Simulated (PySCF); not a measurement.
**Ba: excitation energy**

Ba [Xe] 6s2 (1S) → Ba [Xe] 5d2 (3F), as a difference of total energies. All numbers are calculated (PySCF 2.14, the spin-free X2C one-electron Hamiltonian (Gaussian nucleus), in aug-cc-pVQZ-X2C (10s9p7d4f2g, 118 functions)). Correlated levels: valence: [Xe] frozen. The calculations carry no spin-orbit coupling.

| method | excitation energy (eV) |
| --- | --- |
| UHF | 2.363 |
| LDA | 2.308 |
| PBE | 2.001 |
| PBE0 | 2.049 |
| r2SCAN | 1.673 |
| revPBE | 1.878 |
| B3LYP | 2.270 |
| M06-L | 2.183 |
| MP2 (valence) | 2.737 |
| SCS-MP2 (valence) | 2.905 |

Q: How much does correlation contribute at MP2 (valence)?

A: 2.737 − (2.363) = 0.374 eV, measured against UHF.

A first-order spin-orbit estimate (lowest level to lowest level, LS coupling) adds -0.058 eV.
